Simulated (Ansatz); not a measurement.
Reactions of C3H9BO2Te (`CC(C)[Te]B(O)O`).

Isolated molecules relaxed with PBE0-D4/def2-TZVP in Ansatz; ΔE leaves out vibrations. CBS: MP2 limit from def2 TZ/QZ plus the TZ coupled-cluster correction, frozen cores. This one scheme is used for every species. DFT in def2-TZVPP. Triplets are unrestricted, without spin–orbit coupling. def2 core potentials past Kr. For In, Te outer-core shells are correlated without core-valence functions, which leaves a few kJ/mol of doubt a bond. Each species was taken in one conformer, which may not be the lowest.

```json
{"reaction": "`CC(C)[Te]B(O)O` + H₂ → `CC(C)[TeH]` + `OBO`", "CCSD(T)/CBS(def2) (kJ/mol)": "21"}
{"reaction": "`CC(C)[Te]B(O)O` + `[SH][InH2]` → `C[S][InH2]` + `CC[Te]B(O)O`", "CCSD(T)/CBS(def2) (kJ/mol)": "29"}
{"reaction": "`CC(C)[Te]B(O)O` + H₂S → `OB(O)S` + `CC(C)[TeH]`", "CCSD(T)/CBS(def2) (kJ/mol)": "?"}
{"reaction": "`CC(C)[Te]B(O)O` → `[CH2]` (triplet) + `CC[Te]B(O)O`", "CCSD(T)/CBS(def2) (kJ/mol)": "444"}
```

**Question.** Fill in the missing values. (Estimate.)

**Answer.** Computed: `CC(C)[Te]B(O)O` + H₂S → `OB(O)S` + `CC(C)[TeH]`: -9.1 kJ/mol.

Largest T1 diagnostic: 0.014, for `[SH][InH2]`.
